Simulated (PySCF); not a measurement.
This script is equivalent to a calculation on K+ (potassium, charge +1).

```python
from pyscf import gto, scf, dft, mp, cc
import basis_set_exchange as bse
mol = gto.M(atom="K 0 0 0", charge=1, spin=0, symmetry="D2h",
            basis=gto.basis.parse(bse.get_basis("x2c-QZVPPall", elements=["K"], fmt="nwchem", augment_diffuse=1)),
            nucmod="G")
mf = dft.UKS(mol, xc="R2SCAN").sfx2c1e()
mf.irrep_nelec = {'Ag': (3, 3), 'B1u': (2, 2), 'B2u': (2, 2), 'B3u': (2, 2)}
mf.kernel()
```

(1) What total energy does it give?

(2) Which occupied shell lies highest, and where?

Answers

(1) -602.040 hartree (calculated).

(2) 3p, at -25.472 eV.
